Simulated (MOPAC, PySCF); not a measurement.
CH$_{4}$Si, SMILES `[SiH2]=C`, neutral singlet in the gas phase. 

Cartesian coordinates (Å):
SMILES: [SiH2]=C
```xyz
6

C      0.5518     0.1602     0.7222
Si    -0.4638    -0.1346    -0.6070
H      1.1863     1.0368     0.7800
H      0.6068    -0.5164     1.5671
H     -1.3337    -1.3263    -0.6972
H     -0.5474     0.7802    -1.7650
```
Charge 0, spin multiplicity 1.

All levels are single points at this geometry (PBE0-D3(BJ)/def2-TZVP); Pople sets use spherical d functions. Orbital energies aren't observables, and empty levels follow the basis.

PM6 in MOPAC gives HOMO (eV) = -8.21.

Task: Estimate the HOMO (eV) from each of these levels: PBE-D3(BJ)/def2-TZVP in PySCF; PBE0-D3(BJ)/def2-TZVP in PySCF; B3LYP/3-21G in PySCF; B3LYP/6-311+G** in PySCF; B3LYP/6-31G* in PySCF; B3LYP/LANL2DZ in PySCF; BP86/6-31G* in PySCF; PBE/6-31G* in PySCF; HF/3-21G in PySCF; HF/6-31G* in PySCF; AM1 in MOPAC; PM3 in MOPAC.

Result: 
| level | HOMO (eV) |
|---|---|
| PBE-D3(BJ)/def2-TZVP in PySCF | -5.67 |
| PBE0-D3(BJ)/def2-TZVP in PySCF | -6.62 |
| B3LYP/3-21G in PySCF | -6.35 |
| B3LYP/6-311+G** in PySCF | -6.44 |
| B3LYP/6-31G* in PySCF | -6.22 |
| B3LYP/LANL2DZ in PySCF | -6.48 |
| BP86/6-31G* in PySCF | -5.58 |
| PBE/6-31G* in PySCF | -5.49 |
| HF/3-21G in PySCF | -8.58 |
| HF/6-31G* in PySCF | -8.45 |
| AM1 in MOPAC | -9.20 |
| PM3 in MOPAC | -8.63 |
